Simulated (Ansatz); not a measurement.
System: YBr3, charge 1, multiplicity 2. The spin state was set by rule; other spins were not relaxed. 
Structure (B3LYP-D3(BJ)/def2-TZVP (Ansatz, a quantum-chemistry and plane-wave program) minimum search):
```xyz
4

Y      0.6329    -0.4379    -0.5341
Br    -2.0095    -0.7274    -0.2663
Br    -0.5947     1.9239    -0.7634
Br     1.8989    -0.7086     1.6248
```
Charge +1, spin multiplicity 2.

Basis-set convergence of Hartree-Fock and CCSD(T) correlation energies (hartree) with Ansatz. Correlated levels leave the core frozen unless marked. Open shells are spin-unrestricted. No spin-orbit coupling. Frozen are the shells of the preceding noble gas and the d and f shells that filled before the atom's block. Past Kr the def2 sets carry scalar-relativistic core potentials.

| basis | functions | E(HF) | E(corr, CCSD(T)) |
|---|---|---|---|
| def2-SVPD | 157 | -7754.13589 | -0.45695 |
| def2-TZVPPD | 227 | (withheld) | (withheld) |

Problem. Some entries are withheld; supply them.

Solution. 
- def2-TZVPPD, E(HF): -7755.08527
- def2-TZVPPD, E(corr, CCSD(T)): -0.58695
